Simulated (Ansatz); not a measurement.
Reactions of `O=C[BH][GeH3]`.

Computed with Ansatz on PBE0-D4/def2-TZVP structures; ΔE is electronic, products minus reactants. CBS: MP2 limit from def2 TZ/QZ plus the TZ coupled-cluster correction, frozen cores. This one scheme is used for every species. Functionals use def2-TZVPP. B3LYP here is the variant with VWN-RPA as its local correlation; programs differ in this. def2 core potentials past Kr. For Ge, Sn outer-core shells are correlated without core-valence functions, which leaves a few kJ/mol of doubt a bond. Scalar relativity is left out up to krypton. Each species was taken in one conformer, which may not be the lowest.

```tsv
reaction	B3LYP-D4 (kJ/mol)	PBE0-D4 (kJ/mol)	HF/CBS(def2) (kJ/mol)	CCSD(T)/CBS(def2) (kJ/mol)
`O=C[BH][GeH3]` + `O[SiH2]F` → `F[SiH2][O][GeH3]` + `BC=O`	-39	-27	-67	-35
`O=C[BH][GeH3]` + `[CH3][SnH2][SiH2]O` → `O[SiH2][BH][GeH3]` + `[CH3][SnH2][CH]=O`	59	62	45	58
`O=C[BH][GeH3]` + `[SiH3]S` → `[SiH3][S][GeH3]` + `BC=O`	-51	-49	-60	-50
`O=C[BH][GeH3]` + H₂ → `BC=O` + GeH₄	-21	-17	-52	-18
`O=C[BH][GeH3]` + `CB(C)N` → `N[BH][GeH3]` + `CB(C)C=O`	-18	-17	-30	-16
`O=C[BH][GeH3]` + `N=[C](F)[AlH2]` → `[AlH2][BH][GeH3]` + `N=C(F)C=O`	31	21	7	29
`O=C[BH][GeH3]` + `ClC1O[SiH2]O1` → `[GeH3][CH]1O[SiH2]O1` + `O=CBCl`	-101	-93	-121	-104
`O=C[BH][GeH3]` + CH₄ → `CBC=O` + GeH₄	-7	-5	-34	-4
`O=C[BH][GeH3]` + H–F → `[F][GeH3]` + `BC=O`	-58	-44	-90	-46
`O=C[BH][GeH3]` + `[OH][Ge]([F])([Cl])[Cl]` → `O=CBCl` + `[OH][Ge]([F])([Cl])[GeH3]`	-74	-68	-77	-69
```

Largest T1 diagnostic: 0.021, for `BC=O`.
